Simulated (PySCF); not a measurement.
CH$_{3}$S, doublet, geometry from GFN2-xTB, with bond 4-1 at 1.3 times its length; BLYP/6-31G** in PySCF.

Input for PySCF:
```python
from pyscf import gto, scf, dft

mol = gto.Mole()
mol.atom = '''
    C    -1.10429770   -0.03302885   -0.00267183
    S     0.68716345    0.02055263    0.00166258
    H    -1.43620067   -0.64745027   -0.83576429
    H    -1.54855196   -0.59078084    1.21743121
    H    -1.48659665    0.97885016   -0.11067499
'''
mol.basis = '6-31g**'
mol.spin = 1
mol.verbose = 4
mol.build()

mf = dft.UKS(mol)
mf.xc = 'blyp'
mf.init_guess = 'sap'
mf.kernel()
```

It wrote (shortened):

```
PySCF version 2.14.0

[INPUT] verbose = 4
[INPUT] num. atoms = 5
[INPUT] num. electrons = 25
[INPUT] charge = 0
[INPUT] spin (= nelec alpha-beta = 2S) = 1
[INPUT] symmetry False subgroup None
[INPUT] Mole.unit = angstrom
[INPUT] Symbol           X                Y                Z      unit          X                Y                Z       unit  Magmom
[INPUT]  1 C     -1.104297700000  -0.033028850000  -0.002671830000 AA   -2.086820212987  -0.062415480709  -0.005049026951 Bohr   0.0
[INPUT]  2 S      0.687163450000   0.020552630000   0.001662580000 AA    1.298550723311   0.038838841840   0.003141820860 Bohr   0.0
[INPUT]  3 H     -1.436200670000  -0.647450270000  -0.835764290000 AA   -2.714025926217  -1.223503689576  -1.579365612792 Bohr   0.0
[INPUT]  4 H     -1.548551960000  -0.590780840000   1.217431210000 AA   -2.926339094058  -1.116413987240   2.300611562398 Bohr   0.0
[INPUT]  5 H     -1.486596650000   0.978850160000  -0.110674990000 AA   -2.809260526196   1.849758719387  -0.209145419939 Bohr   0.0

nuclear repulsion = 47.5994792984633
number of shells = 23
number of NR pGTOs = 99
number of NR cGTOs = 47
basis = 6-31g**
ecp = {}

******** <class 'pyscf.dft.uks.UKS'> ********
method = UKS
initial guess = sap
damping factor = 0
level_shift factor = 0
DIIS = <class 'pyscf.scf.diis.CDIIS'>
diis_start_cycle = 1
diis_space = 8
diis_damp = 0
SCF conv_tol = 1e-09
SCF conv_tol_grad = None
SCF max_cycles = 50
direct_scf = True
direct_scf_tol = 1e-13
number electrons alpha = 13  beta = 12
XC library pyscf.dft.libxc version 7.1.2
    S. Lehtola, C. Steigemann, M. J. T. Oliveira, and M. A. L. Marques,  SoftwareX 7, 1–5 (2018)
XC functionals = blyp
    A. D. Becke,  Phys. Rev. A 38, 3098 (1988)
    C. Lee, W. Yang, and R. G. Parr,  Phys. Rev. B 37, 785 (1988)
    B. Miehlich, A. Savin, H. Stoll, and H. Preuss,  Chem. Phys. Lett. 157, 200 (1989)
radial grids:
    Treutler-Ahlrichs [JCP 102, 346 (1995); DOI:10.1063/1.469408] (M4) radial grids

becke partition: Becke, JCP 88, 2547 (1988); DOI:10.1063/1.454033
pruning grids: <function nwchem_prune>
grids dens level: 3
symmetrized grids: False
atomic radii adjust function: <function treutler_atomic_radii_adjust>
small_rho_cutoff = 0
Set gradient conv threshold to 3.16228e-05
Initial guess from superposition of atomic potentials (doi:10.1021/acs.jctc.8b01089)
This is the Gaussian fit version as described in doi:10.1063/5.0004046.
Found SAP basis sapgrasplarge
tot grids = 62424
init E= -436.502172248504

cycle= 1 E= -434.871322797576  delta_E= 1.63  |g|= 1.82  |ddm|= 3.13
cycle= 2 E= -424.993015585206  delta_E= 9.88  |g|= 3.33  |ddm|= 5.45
cycle= 3 E= -437.531955227606  delta_E= -12.5  |g|= 0.868  |ddm|= 4.81
cycle= 4 E= -437.866672913137  delta_E= -0.335  |g|= 0.388  |ddm|= 1.59
cycle= 5 E= -437.961996973107  delta_E= -0.0953  |g|= 0.144  |ddm|=  1.3
cycle= 6 E= -437.968911736023  delta_E= -0.00691  |g|= 0.0932  |ddm|= 1.16
cycle= 7 E= -437.97555954908  delta_E= -0.00665  |g|= 0.0456  |ddm|= 1.14
cycle= 8 E= -437.976529253047  delta_E= -0.00097  |g|= 0.0295  |ddm|= 0.0392
cycle= 9 E= -437.977163706123  delta_E= -0.000634  |g|= 0.0125  |ddm|= 0.0272
cycle= 10 E= -437.97729010031  delta_E= -0.000126  |g|= 0.0041  |ddm|= 0.0139
cycle= 11 E= -437.977305137177  delta_E= -1.5e-05  |g|= 0.00063  |ddm|= 0.00711
cycle= 12 E= -437.97730540745  delta_E= -2.7e-07  |g|= 0.000103  |ddm|= 0.000923
cycle= 13 E= -437.977305418163  delta_E= -1.07e-08  |g|= 3.28e-05  |ddm|= 0.000188
cycle= 14 E= -437.977305419626  delta_E= -1.46e-09  |g|= 1.82e-05  |ddm|= 7.96e-05
cycle= 15 E= -437.977305420074  delta_E= -4.48e-10  |g|= 4.89e-06  |ddm|= 5.97e-05
Extra cycle  E= -437.977305420079  delta_E= -5e-12  |g|= 7.02e-06  |ddm|= 3.57e-05
converged SCF energy = -437.977305420079  <S^2> = 0.75272277  2S+1 = 2.0027209
```
